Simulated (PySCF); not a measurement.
# The second ionisation energy along the 3d series

Calculated with PySCF 2.14 from differences of total energies of unrestricted determinants, without spin-orbit coupling. Values in eV. The last column holds reference values (NIST; (s) semi-empirical, (t) theoretical, else measured). Unmarked ones compare directly (S terms, centres of terms, or small fine structure); those marked * lie between the lowest fine-structure levels and include a spin-orbit shift.

```json
{"element": "Sc (def2-TZVPPD, non-relativistic)", "configurations": "[Ar] 3d1 4s1 → [Ar] 3d1", "UHF": "12.160", "LDA": "13.190", "PBE": "13.034", "PBE0": "12.864", "MP2 (valence and next inner shell)": "12.694", "CCSD (valence)": "12.275", "reference": "12.800 *"}
{"element": "Ti (def2-TZVPPD, non-relativistic)", "configurations": "[Ar] 3d2 4s1 → [Ar] 3d2", "UHF": "12.852", "LDA": "14.085", "PBE": "13.895", "PBE0": "13.680", "MP2 (valence and next inner shell)": "13.449", "CCSD (valence)": "13.074", "reference": "13.575 *"}
{"element": "V (def2-TZVPPD, non-relativistic)", "configurations": "[Ar] 3d4 → [Ar] 3d3", "UHF": "13.283", "LDA": "15.813", "PBE": "15.420", "PBE0": "15.081", "MP2 (valence and next inner shell)": "14.804", "CCSD (valence)": "14.106", "reference": "14.634 ± 0.007 *"}
{"element": "Cr (def2-TZVPPD, non-relativistic)", "configurations": "[Ar] 3d5 → [Ar] 3d4", "UHF": "15.130", "LDA": "17.614", "PBE": "17.253", "PBE0": "16.910", "MP2 (valence and next inner shell)": "16.783", "CCSD (valence)": "16.110", "reference": "16.486 *"}
{"element": "Mn (def2-TZVPPD, non-relativistic)", "configurations": "[Ar] 3d5 4s1 → [Ar] 3d5", "UHF": "14.690", "LDA": "16.302", "PBE": "16.066", "PBE0": "15.759", "MP2 (valence and next inner shell)": "15.421", "CCSD (valence)": "15.122", "reference": "15.640"}
{"element": "Fe (def2-TZVPPD, non-relativistic)", "configurations": "[Ar] 3d6 4s1 → [Ar] 3d6", "UHF": "15.115", "LDA": "16.857", "PBE": "16.604", "PBE0": "16.282", "MP2 (valence and next inner shell)": "15.916", "CCSD (valence)": "15.665", "reference": "16.199 *"}
{"element": "Co (def2-TZVPPD, non-relativistic)", "configurations": "[Ar] 3d8 → [Ar] 3d7", "UHF": "14.352", "LDA": "18.468", "PBE": "18.008", "PBE0": "17.340", "MP2 (valence and next inner shell)": "17.656", "CCSD (valence)": "16.511", "reference": "17.084 *"}
{"element": "Ni (def2-TZVPPD, non-relativistic)", "configurations": "[Ar] 3d9 → [Ar] 3d8", "UHF": "15.184", "LDA": "19.719", "PBE": "19.035", "PBE0": "18.326", "MP2 (valence and next inner shell)": "19.071", "CCSD (valence)": "17.609", "reference": "18.169 *"}
{"element": "Cu (def2-TZVPPD, non-relativistic)", "configurations": "[Ar] 3d10 → [Ar] 3d9", "UHF": "17.370", "LDA": "21.732", "PBE": "21.109", "PBE0": "20.417", "MP2 (valence and next inner shell)": "21.538", "CCSD (valence)": "19.902", "reference": "20.292 *"}
{"element": "Zn (def2-TZVPPD, non-relativistic)", "configurations": "[Ar] 3d10 4s1 → [Ar] 3d10", "UHF": "16.589", "LDA": "18.685", "PBE": "18.380", "PBE0": "18.006", "MP2 (valence and next inner shell)": "17.487", "CCSD (valence)": "17.310", "reference": "17.964"}
```

"Valence" correlates the outer s and p shells and, in groups 3 to 12 and the f block, the outer d or f shell, open or full, or the next shell where the ion has no valence electron left; the wider scheme adds the next inner shell.
